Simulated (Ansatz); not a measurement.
`[CH3][GeH]1[SiH2][B]1F` + H₂ → `F[B]1[SiH2][GeH2]1` + CH₄ at 400 K and 1 bar (hydrogenolysis of a Ge–C bond).

Calculated with Ansatz (gas phase, PBE0-D4/def2-TZVP geometries, no zero-point term in ΔE). CCSD(T)/CBS is the MP2 limit (def2-TZVPP, def2-QZVPP) plus CCSD(T) − MP2 in def2-TZVPP, frozen cores. This one scheme is used for every species. For Ge outer-core shells are correlated without core-valence functions, which leaves a few kJ/mol of doubt a bond. Scalar relativity is left out up to krypton.

```csv
species,CCSD(T)/CBS energy (Eh),H − E (kJ/mol),S (J/(mol·K))
`[CH3][GeH]1[SiH2][B]1F`,-2531.42969,214.4,415.9
H₂,-1.17544,38.0,139.0
`F[B]1[SiH2][GeH2]1`,-2492.15715,129.5,369.2
CH₄,-40.46206,131.3,197.2
```

H − E and S are ideal-gas, rigid-rotor, harmonic terms from PBE0-D4/def2-TZVP, for one conformer and one mirror image of each species. For small species the MP2-based limit differs from directly extrapolated CCSD(T) by up to some mEh (0.8 for H₂); such offsets cancel only in part. 1 Eh = 2625.50 kJ/mol, R = 8.31446 J/(mol·K).

By hand: ΔE, ΔH, ΔS and ΔG.

ΔE = (-2492.15715) + (-40.46206) − (-2531.42969) − (-1.17544) = -0.01408 Eh = -37.0 kJ/mol. Δ(H − E) = 129.5 + 131.3 − 214.4 − 38.0 = 8.4, so ΔH = -28.6 kJ/mol. ΔS = 369.2 + 197.2 − 415.9 − 139.0 = 11.5 J/(mol·K). ΔG = -28.6 − 400 × (11.5)/1000 = -33.2 kJ/mol.

By hand: the equilibrium constant, and the temperature at which ΔG would vanish if ΔH and ΔS stayed fixed.

log₁₀ K = −ΔG/(RT ln 10) = 4.3. ΔH and −TΔS have one sign here, so there is no such temperature.

The number of gas molecules stays the same, so ΔS is small and ΔH decides. A doubt of 5 kJ/mol in ΔE shifts log₁₀ K by 0.7 here. Other conformers and mirror images would add mixing entropy, several J/(mol·K) or more a flexible species. These are equilibria of isolated gas molecules and say nothing of rates. Largest T1 diagnostic: 0.015 (customary marks: 0.02 for closed shells, 0.045 for open ones).

ΔS is within the doubt of such terms, so its sign, and with it that verdict, could turn.
